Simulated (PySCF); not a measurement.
# Multinuclear NMR of H$_{11}$NOSi$_{4}$

Atom-mapped SMILES (the numbers label the heavy atoms): `[OH:1][SiH2:2][SiH2:3][N:4]([SiH3:5])[SiH3:6]`; H(Xn) means a hydrogen on atom n.

Theory: GIAO PBE0/pcSseg-1 shieldings, geometry from GFN2-xTB, in PySCF 2.14.0 with density-fitted response routines (no relativistic terms, in vacuum, one conformer, rapidly exchanging positions averaged).

Q: Predict the 29Si NMR data.

A: 
| atoms | environment | σ (ppm) | δ (ppm) |
| --- | --- | --- | --- |
| Si2 | silicon bonded to O, Si, 2 H | 383.8 | -35.5 |
| Si3 | silicon bonded to N, Si, 2 H | 388.8 | -39.6 |
| Si5/Si6 | silicon bonded to N, 3 H | 394.7 | -44.4 |

Shieldings were converted by a linear fit to measured shifts: 29Si: δ = 279.94 − 0.822σ (rms 8.9 ppm, 72 shifts, 25.8 ppm with the 6 outliers that the fit left out vs TMS, solution or neat liquid). A few per cent of atoms miss by over 2 rms, more outside the fitted compound classes.

On a 300 MHz spectrometer 29Si resonates near 59.6 MHz, so 1 ppm is 59.6 Hz.

Q: Where does 15N resonate?

A: 
| atoms | environment | σ (ppm) | δ (ppm) |
| --- | --- | --- | --- |
| N4 | nitrogen bonded to 3 Si | 294.6 | -419.5 |

Shieldings were converted by a linear fit to measured shifts: 15N: δ = -148.07 − 0.921σ (rms 6.3 ppm, 71 shifts vs CH3NO2, solution or neat liquid). A few per cent of atoms miss by over 2 rms, more outside the fitted compound classes.

On a 400 MHz spectrometer 15N resonates near 40.5 MHz, so 1 ppm is 40.5 Hz.

Q: Where does 17O resonate?

A: 
| atoms | environment | σ (ppm) | δ (ppm) |
| --- | --- | --- | --- |
| O1 | oxygen bonded to Si, H | 343.1 | -45.8 |

Shieldings were converted by a linear fit to measured shifts: 17O (scatter 10.7 ppm rms, 12.2 ppm with the 3 outliers that the fit left out vs liquid water, solution or neat liquid). Occasional misses reach two or three times the rms, and more in compound classes unlike the fitted ones.

On a 400 MHz spectrometer 17O resonates near 54.2 MHz, so 1 ppm is 54.2 Hz.
